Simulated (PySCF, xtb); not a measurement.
H4O2S2Si, SMILES S[Si](O)(S)O. One conformer was computed; it need not be the lowest.

Harmonic wavenumbers (cm⁻¹) from GFN2-xTB in xtb at its own minimum, in rising order: 68, 117, 145, 160, 196, 234, 243, 292, 310, 445, 550, 719, 721, 799, 809, 900, 962, 2491, 2496, 3639, 3669.

Question: What does B3LYP-D3(BJ)/def2-SVP run with PySCF give at its own minimum? (Estimate from the structure and the level; the computed values follow.)

Answer: 109, 143, 210, 216, 237, 253, 274, 300, 333, 459, 563, 724, 742, 803, 820, 905, 959, 2666, 2676, 3851, 3874. Paired by order, the mean absolute difference is 55 cm⁻¹ and the zero-point energies are 28.5 and 30.2 kcal/mol.
